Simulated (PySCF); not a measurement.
# Telling isomers of C₅H₈O₂Si₂ apart by NMR

PySCF 2.14.0 with density-fitted response routines calculation with shieldings: GIAO PBE0/pcSseg-1 and geometry: GFN2-xTB; one conformer, non-relativistic, isolated molecule, fast rotation and ring inversion assumed for equivalent nuclei.

Scale: TMS for ¹H (σ = 31.72 ppm) and ¹³C (σ = 186.93 ppm) (reference shieldings calculated alike). Where no couplings were computed, multiplicities follow the n + 1 count of equivalent neighbours, and m marks all less simple cases (inequivalent or close neighbours, rings, F or P nearby). Acid and N–H amide carbonyl carbons lie up to 10 ppm further downfield in solution (hydrogen bonding). Shifts are as computed. Against solution values, carbons near 30 ppm lie about +3 ppm off and those near 130 ppm about +5 ppm. Of 1211 compounds with measured shifts, 218 miss one by over three times the rms of a fit or turn the order of signals round; such compounds aren't used in these exercises. OH and NH positions are gas-phase values without hydrogen bonding to other molecules.

(1) Tabulate the signals of `O=C(O)[SiH]1C=C[SiH2]C=C1`, `C#CC1([SiH2]O[SiH2]O)C=C1` and their relative energies.

(2) What is the quickest way to tell O=C(O)[SiH]1C=C[SiH2]C=C1 from C#CC1([SiH2]O[SiH2]O)C=C1?

Answers

(1) 
```json
{"SMILES": "O=C(O)[SiH]1C=C[SiH2]C=C1", "carbon types": "1×C 4×CH", "δC": "184.9, 156.3, 152.1", "δH": "7.64 (m, 2H), 7.55 (m, 2H), 6.38 (br s, 1H), 4.75 (m, 1H), 4.69 (m, 1H), 4.65 (m, 1H)", "E rel. (kcal/mol)": "0.0"}
{"SMILES": "C#CC1([SiH2]O[SiH2]O)C=C1", "carbon types": "2×C 3×CH", "δC": "119.1, 95.6, 64.6, 4.1", "δH": "7.22 (s, 2H), 5.14 (s, 2H), 4.99 (s, 2H), 1.21 (br s, 1H), 0.83 (s, 1H)", "E rel. (kcal/mol)": "23.5"}
```

Energies are electronic energies at PBE0/pcSseg-1 on these geometries, without zero-point or thermal terms, each for the one conformer computed, which needn't be the lowest.

(2) Count the carbon signals: 3 against 4. The first has a carbonyl carbon (C) at 184.9 ppm, the second an alkyne carbon (C) at 95.6 ppm. Their most deshielded carbons lie at 184.9 and 119.1 ppm. In the proton spectra the most deshielded non-exchanging signals are 7.64 (m, 2H) and 7.22 (s, 2H).
